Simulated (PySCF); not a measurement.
Computed with B3LYP-D3(BJ)/def2-TZVP // PBE-D3(BJ)/def2-SVP (PySCF). Gas-phase values, no solvent. One relaxed conformer stands for a flexible species; it need not be the lowest. B3LYP has the VWN-RPA correlation part, as in Gaussian. 

Reference species: [Zn(NH2)2] (neutral, multiplicity 1).

The coordination number is 2 and the charge on the central atom (Mulliken) comes out as 0.45 e. The LUMO is -0.76 eV.

Changed species: [Zn(OH)(NH2)] (1 of 2 OH replaced by NH2; the reference has 2 of 2 OH replaced by NH2).

Question: Give the shifts of the coordination number, charge on the central atom (Mulliken) and LUMO.

Answer: the coordination number is nearly the same; the charge on the central atom (Mulliken) goes up by 0.06 e, to 0.51 e; the LUMO drops by 0.41 eV, to -1.17 eV.
